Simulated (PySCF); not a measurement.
Identify the compound

The spectra below were simulated for a compound C₄HF₉.

¹H NMR (600 MHz, computed): δ 3.46 (m, 1H).

¹³C{¹H} NMR (computed): δ 129.4 (C, 3C), 56.4 (CH).

No solvent model, relativity neglected, one averaged value for each set of equivalent atoms, one conformer. NMR shieldings at PBE0/pcSseg-1/GIAO; GFN2-xTB geometry; PySCF 2.14.0 with density-fitted response routines.

Chemical shifts δ = σref − σ; ¹H, ¹³C against TMS, all at this level.

Q: What is the structure?

A: 
1. The formula gives 0 degrees of unsaturation.
2. 2 carbon signals for 4 carbons: some carbons are equivalent by symmetry or fast rotation.
3. Carbon types of the structure: 3 × C, 1 × CH, which accounts for all hydrogens.
4. δC 129.4: CF3 carbon; 3 electronegative neighbours deshield it.
5. δC 56.4: sp3 CH.
6. δH 3.46: hydrogen on an sp3 CH.

The compound is (CF3)3CH (FC(C(C(F)(F)F)C(F)(F)F)(F)F).

The data come from this structure; uniqueness wasn't tested.

Splittings by ¹⁹F in the carbon and heteronuclear signals aren't shown, as no couplings were computed. Shifts are as computed. Against solution values, carbons near 30 ppm lie about +3 ppm off and those near 130 ppm about +5 ppm. Of 1211 compounds with measured shifts, 218 miss one by over three times the rms of a fit or turn the order of signals round; such compounds aren't used in these exercises.
